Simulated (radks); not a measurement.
Results of a calculation; reference values are marked as such.
The table gives one normalised radial function P(r) = r R(r) of Pr3+ in [Kr] 4d10 4f2 5s1.5 5p6 6s0.5 (r in bohr). Level of theory: scalar-relativistic Kohn-Sham, r2SCAN, spin-polarised, spherical densities, finite nucleus; open shells are filled with parallel spins first (spin-orbit coupling, left out, can overturn this in heavy ions); meta-GGA in the generalised Kohn-Sham scheme; Fermi nuclear charge, rms radius 4.8919 fm (a radial shooting solver on a logarithmic mesh with Libxc functionals).

| r | P |
|---|---|
| 0.004377 | 0.1087 |
| 0.00685 | 0.1365 |
| 0.01072 | 0.1512 |
| 0.01678 | 0.1281 |
| 0.02627 | 0.0373 |
| 0.04111 | -0.1206 |
| 0.06434 | -0.2409 |
| 0.1007 | -0.1141 |
| 0.1576 | 0.2535 |
| 0.2467 | 0.2709 |
| 0.3862 | -0.3441 |
| 0.6044 | -0.3801 |
| 0.946 | 0.5934 |
| 1.481 | 0.9516 |
| 2.318 | 0.4059 |
| 3.627 | 0.0478 |
| 5.677 | 0.0007 |
| 8.886 | 0.0000 |

Which n and l does it have? It may be an empty orbital.

Answer. n = 5, l = 0: the number of nodes gives n - l - 1 = 4, the rise at small r (about r^(l+1), flatter next to the nucleus through relativity) gives l, and the extent must fit the shell. The curve is that of 5s down; the table hardly tells the two spins apart. 5s down: eigenvalue -68.267 eV, 4 radial nodes at r = 0.0296, 0.117, 0.308, 0.734 bohr, <r> = 1.48 bohr, 90 % of the charge inside 2.11 bohr.
